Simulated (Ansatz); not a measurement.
Computed with Ansatz on PBE0-D4/def2-TZVP structures; ΔE is electronic, products minus reactants. CCSD(T)/CBS is the MP2 limit (def2-TZVPP, def2-QZVPP) plus CCSD(T) − MP2 in def2-TZVPP, frozen cores. This one scheme is used for every species. Functionals use def2-TZVPP. B3LYP here is the variant with VWN-RPA as its local correlation; programs differ in this. One conformer a species, not always the lowest.

Consider the substitution at a C–O bond: `OCO[SiH2]F` + `N=C=O` → `O=C=NCO` + `O[SiH2]F`.

`OCO[SiH2]F`:

```xyz
10

O     1.578    0.711    0.151
C     0.976   -0.129   -0.778
O    -0.157   -0.785   -0.265
Si   -1.380   -0.072    0.551
F    -1.988    1.126   -0.309
H     1.986    0.175    0.837
H     0.691    0.507   -1.619
H     1.655   -0.917   -1.120
H    -2.411   -1.117    0.707
H    -0.951    0.501    1.845
```

`N=C=O`:

Cartesian coordinates in Å:
```
N 0.204 0.418 -0.608
C 0.080 -0.404 0.268
O 0.067 -1.264 1.048
H -0.350 1.250 -0.708
```

`O=C=NCO`:

```xyz
8

O     0.964    0.513    2.572
C     0.707    0.562    1.438
N     0.553    0.681    0.251
C    -0.388    0.146   -0.698
O    -0.643   -1.213   -0.526
H    -1.347    0.656   -0.583
H     0.007    0.364   -1.694
H     0.147   -1.709   -0.759
```

`O[SiH2]F`:

Z-matrix (Å, degrees):
```
Si
F 1 1.596
O 1 1.630 2 111.0
H 1 1.482 2 106.0 3 121.4
H 1 1.474 2 108.2 3 -116.3
H 3 0.958 1 119.1 2 71.8
```

```csv
level,ΔE (eV)
r2SCAN-D4,-0.04
PBE0-D4,-0.07
B3LYP-D4,-0.04
ωB97X-V,-0.03
PBE,-0.09
MP2/def2-TZVPP,-0.11
CCSD/def2-TZVPP,-0.05
CCSD(T)/def2-TZVPP,-0.05
```

Question: What does CCSD(T)/CBS give? (An estimate is asked.)

Answer: The calculation gave: -0.07 eV. The listed levels differ from it by 0.03, 0.00, 0.03, 0.04, -0.02, -0.04, 0.02, 0.02 eV.

Largest T1 diagnostic among the species: 0.018.

The D4 term adds +0.03 eV with B3LYP and +0.02 eV with PBE0; it sums over pairs of atoms, weighted by their polarisabilities, and B3LYP, whose exchange is more repulsive, gets the larger term.
